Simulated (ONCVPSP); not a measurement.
Which change was made? (Al, ONCV)

- Element: aluminium
- Generator: ONCVPSP 4.0.1
- Type: optimised norm-conserving Vanderbilt (ONCV)
- Functional: Wu-Cohen
- Relativity: non-relativistic
- Frozen core: [Ne]
- Valence charge: 3
- Reference configuration: 3s2 3p1
- Partial waves: 3s: rc 1.80 bohr, ncon 4, nbas 7, qcut 3.9 1/bohr, 3 projectors, debl 2.8 Ha; 3p: rc 2.60 bohr, ncon 3, nbas 6, qcut 3.3 1/bohr, 2 projectors, debl 1 Ha
- Local potential: polynomial inside 1.75 bohr (lpopt 1, dvloc0 1 Ha)
- Core correction: Teter function, fcfact 1.75, rcfact 1.7

Cutoffs, loose and tight: the cutoffs (Ha) at which the residual kinetic energy of the hardest occupied pseudo-wave falls to 1 and 0.1 mHa per electron. They do not see the model core or the augmentation charge, which bear on the density cutoff. Test errors are all-electron minus pseudo excitation energies from the reference, over the configurations 3s2 3p0; 3s1 3p0; 3s2 3p0.5; 3s0 3p3; variants that change the core or the reference have their own tests.

The base gives: outcome: generated; cutoff, loose: 5.7 Ha; cutoff, tight: 7.5 Ha; bound ghosts: none; GHOST(+) flags above zero: s; largest test error (meV): -59.

Q: After one change the result is: outcome: generated; cutoff, loose: 5.8 Ha; cutoff, tight: 7.5 Ha; bound ghosts: s; GHOST(+) flags above zero: none; largest test error (meV): -56. Which change was it?
A. functional LDA (Perdew-Zunger)
B. reference 3s2; wave 3p: rc 2.60 bohr, ncon 3, nbas 6, qcut 3.3 1/bohr, 2 projectors, debl 1 Ha becomes p scattering state at 0.03 Ha: rc 2.60 bohr, ncon 3, nbas 6, qcut 3.3 1/bohr, 2 projectors, debl 1 Ha
C. s: qcut 5.4; p: qcut 4.6

A: C. The others give: functional LDA (Perdew-Zunger) → outcome: generated; cutoff, loose: 5.9 Ha; cutoff, tight: 7.7 Ha; bound ghosts: none; GHOST(+) flags above zero: s; largest test error (meV): -25 | reference 3s2; wave 3p: rc 2.60 bohr, ncon 3, nbas 6, qcut 3.3 1/bohr, 2 projectors, debl 1 Ha becomes p scattering state at 0.03 Ha: rc 2.60 bohr, ncon 3, nbas 6, qcut 3.3 1/bohr, 2 projectors, debl 1 Ha → outcome: generated, projector energies reset by the program; cutoff, loose: 6.0 Ha; cutoff, tight: 7.9 Ha; bound ghosts: none; GHOST(+) flags above zero: s; largest test error (meV): -53.
